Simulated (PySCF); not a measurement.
Compound: C4H8N2PSi (doublet state).
SMILES with atom numbers: `[CH2:1]=[N:2][C:3]1=[C:4][CH2:5][Si@:6]1([NH2:7])[PH2:8]` (hydrogens: H9, H10 on C1; H11, H12 on C5; H13, H14 on N7; H15, H16 on P8)

Structure used (GFN2-xTB), in Å, numbered top down from 1:
```
atom  x, y, z in Å
C1     3.1360   -0.3000    0.5719
N2     2.0615    0.3412    0.4063
C3     0.9028   -0.2065   -0.0084
C4     0.5237   -1.1901   -0.8208
C5    -0.9526   -1.2058   -0.9953
Si6   -0.9641    0.2510    0.3007
N7    -1.4426   -0.0794    1.9236
P8    -1.9967    2.1534   -0.3275
H9     4.0139    0.2458    0.8857
H10    3.2346   -1.3766    0.4167
H11   -1.2606   -0.9753   -2.0131
H12   -1.4060   -2.1527   -0.7089
H13   -1.0899   -0.8971    2.3935
H14   -2.3880    0.1207    2.2069
H15   -1.1937    2.3360   -1.4398
H16   -1.1858    2.9445    0.4644
```

The hyperfine couplings belong to this conformer and change with its torsions.

Level of theory: UKS B3LYP, pcH-1 on C H N P Si, non-relativistic, mean-field spin-orbit, GIAO in PySCF 2.14.0. Isolated species at its GFN2-xTB geometry (one conformer only). Couplings are sensitive to structure, and on GFN2-xTB geometries they can be far from those on DFT ones. The frame is twisted about the N2–C3 bond at this geometry (dihedral C1–N2–C3–C4 = -33°); couplings at other torsion angles weren't computed.

Question: What are Nα, Nβ and the exact ⟨S²⟩?

Answer: Nα = 38, Nβ = 37 (75 in all), and S(S+1) = 0.75 for S = 1/2.

Mulliken spin populations, one withheld:

```
atom           bound to  population
  C1        N2, H9, H10     -0.0214
  N2             C1, C3     +0.0233
  C3        N2, C4, Si6     -0.0551
  C4             C3, C5     +0.8146
  C5  C4, Si6, H11, H12     +0.0177
 Si6     C5, N7, P8, C3     +0.1271
  N7      Si6, H13, H14     +0.0098
  P8      Si6, H15, H16           ?
  H9                 C1     +0.0014
 H10                 C1     -0.0008
 H11                 C5     +0.0037
 H12                 C5     +0.0015
 H13                 N7     -0.0012
 H14                 N7     +0.0042
 H15                 P8     -0.0014
 H16                 P8     +0.0003
```

Question: Fill in the missing population.

Answer: The populations add up to Nα − Nβ = 1, and the others sum to 0.9237, so P8 holds +0.076.

Question: How is the spin shared among the elements?

Answer: Carbon +0.76, silicon +0.13, phosphorus +0.08, nitrogen +0.03, hydrogen +0.01. The positive populations sum to 1.08, the negative ones to -0.08.

Question: The run gives ⟨S²⟩ = 0.7590. What does that say of the overlap of α and β orbitals, and of the weight of higher spin?

Answer: Σ|⟨iα|jβ⟩|² over occupied orbitals = Nβ − [⟨S²⟩ − S(S+1)] = 37 − 0.0090 = 36.9910. If the quartet state (S + 1) were the only admixture, its weight would be 0.0090/(2S + 2) = 0.30 %. For Kohn–Sham this describes the determinant of the orbitals, not the true wave function.

Question: What Fermi-contact NMR shifts do the couplings of C1, N2, C3, C5, N7, P8, H9 imply at 250 K (Curie law, g = gₑ)?

Answer: δ = a_FC·h·gₑ μB S(S+1)/(3 g_N μN kT), with k/h = 20836.6 MHz/K:

```
nuclei  isotope  a_FC (MHz)     g_N  contact shift (ppm)
    C1      13C       -3.92  1.4048                 -492
    N2      14N       15.15  0.4038                +6622
    C3      13C      -11.31  1.4048                -1421
    C5      13C       20.44  1.4048                +2567
    N7      14N        5.57  0.4038                +2435
    P8      31P       12.76  2.2632                 +995
    H9       1H        1.51  5.5857                  +48
```

The shifts go as 1/T: at 300 K they are 0.833 times these.

H13 and H14 aren't averaged: N7 is flat or nearly so (angle sum 350°), and its turn about the short N7–Si6 bond (1.72 Å) is taken as slow.
